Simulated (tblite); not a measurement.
C6H9P3Si.
Bonds: Si1–P2, P2–P3, P3–P4, P4–C5, C5–C6 (aromatic), C6–C7 (aromatic), C7–C8 (aromatic), C8–C9 (aromatic), C9–C10 (aromatic), P2–P4, C5–C10 (aromatic). Hydrogens: H11, H12, H13 on Si1; H14 on P3; H15 on C6; H16 on C7; H17 on C8; H18 on C9; H19 on C10.

Computed geometry: GFN2-xTB, gas phase.

Question: What internal coordinates does the optimisation give?

Answer: 
```csv
bond,length (Å),order
Si1–P2,2.261,single
P2–P3,2.173,aromatic
P3–P4,2.194,aromatic
P4–C5,1.834,single
"C5–C6, C5–C10",1.392,aromatic
"C6–C7, C9–C10",1.383,aromatic
"C7–C8, C8–C9",1.385,aromatic
P2–P4,2.174,aromatic
"Si1–H11, Si1–H12, Si1–H13",1.465,single
P3–H14,1.402,single
"C6–H15, C10–H19",1.082,single
"C7–H16, C9–H18",1.080,single
C8–H17,1.080,single
```

Bonds in one row agree within 0.01 Å and their mean is given. Orders are formal, as drawn. A selection of angles:
```csv
angle,degrees
P2–Si1–H11,105.3
P2–Si1–H13,112.6
H11–Si1–H12,111.7
H12–Si1–H13,110.4
Si1–P2–P3,96.7
Si1–P2–P4,96.6
P3–P2–P4,60.6
P2–P3–P4,59.7
P2–P3–H14,94.4
P4–P3–H14,96.5
P3–P4–C5,101.5
P2–P4–P3,59.7
P2–P4–C5,101.0
P4–C5–C6,122.3
P4–C5–C10,117.9
C6–C5–C10,119.7
C5–C6–C7,120.0
C5–C6–H15,119.6
C7–C6–H15,120.5
C6–C7–C8,120.2
C6–C7–H16,119.7
C8–C7–H16,120.1
C7–C8–C9,120.0
C7–C8–H17,120.0
C9–C10–H19,120.6
```

Dihedral angles: P3–P4–C5–C6 99° (anticlinal). The mirror-image conformer, all signs reversed, is as good.

Si1 (SiH3 silicon) is distorted tetrahedral (angles from 105.3° to 112.6°). P4 (ring phosphorus) is pyramidal (angles 101.5°, 101.0° and 59.7°, sum 262.2°, 1.16 Å off the plane of its three neighbours). The 3-membered ring P2–P3–P4 has internal angles of 59.7° to 60.6°. The 6-membered ring C5–C6–C7–C8–C9–C10 has internal angles of 119.7° to 120.2°; it is planar, 0.00 Å rms from its mean plane, widest ring torsion 1°. Of the pairs four or more bonds apart, P2···H15 is among the closest relative to their van der Waals radii: 2.81 Å, 94 % of the sum of Bondi's values. P3 (ring phosphorus) is pyramidal (angles 96.5°, 94.4° and 59.7°, sum 250.6°, 1.07 Å off the plane of its three neighbours). P2 (ring phosphorus) is pyramidal (angles 96.7°, 96.6° and 60.6°, sum 253.9°, 1.34 Å off the plane of its three neighbours).

Point group: C1 (no symmetry element, even within 0.4 Å). Its lowest GFN2-xTB frequency is 13 cm⁻¹, too small to tell a flat minimum from a shallow saddle. One conformer, not necessarily the lowest. 2 starts were optimised and ended at 0.00 and 5.18 kcal/mol (GFN2-xTB); the lowest of these is shown.
